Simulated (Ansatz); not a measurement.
One change: `[Cl][Zr]([Cl])([Cl])[I]` becomes `[OH][Zr]([Cl])([Cl])[Cl]`.

Ansatz, PBE0-D4/def2-TZVP geometries, multiplicity 1. Each molecule was computed in one conformer, which needn't be the lowest.

Elements past krypton have def2 core potentials.

```csv
property,`[Cl][Zr]([Cl])([Cl])[I]`
LUMO energy (ωB97M-V/def2-TZVPP) / eV,-0.75
HOMO energy (B3LYP/def2-TZVPP) / eV,-8.14
LUMO energy (PBE/def2-TZVPP) / eV,-3.48
HOMO–LUMO gap (B3LYP/def2-TZVPP) / eV,5.21
LUMO energy (PBE0/def2-TZVPP) / eV,-2.76
HOMO energy (PBE0/def2-TZVPP) / eV,-8.40
```

Task: What does the change do to each property? (Estimate.)

Result: Computed: 
| property | `[OH][Zr]([Cl])([Cl])[Cl]` | shift |
| --- | --- | --- |
| LUMO energy (ωB97M-V/def2-TZVPP) / eV | 0.16 | 0.91 |
| HOMO energy (B3LYP/def2-TZVPP) / eV | -9.01 | -0.87 |
| LUMO energy (PBE/def2-TZVPP) / eV | -2.73 | 0.75 |
| HOMO–LUMO gap (B3LYP/def2-TZVPP) / eV | 6.87 | 1.66 |
| LUMO energy (PBE0/def2-TZVPP) / eV | -1.94 | 0.82 |
| HOMO energy (PBE0/def2-TZVPP) / eV | -9.30 | -0.90 |

With PBE0 the HOMO falls by 0.90 eV and the LUMO rises by 0.82 eV, so the gap widens by about 1.72 eV. PBE moves the HOMO by -0.65 eV and ωB97M-V by -1.04 eV. The zero-point energy changes by 30.6 kJ/mol with +3 modes.

B3LYP here is the variant with VWN-RPA as its local correlation; programs differ in this.

Spin–orbit coupling is left out; it splits and shifts lone-pair levels of the heavy atoms by tenths of an eV.
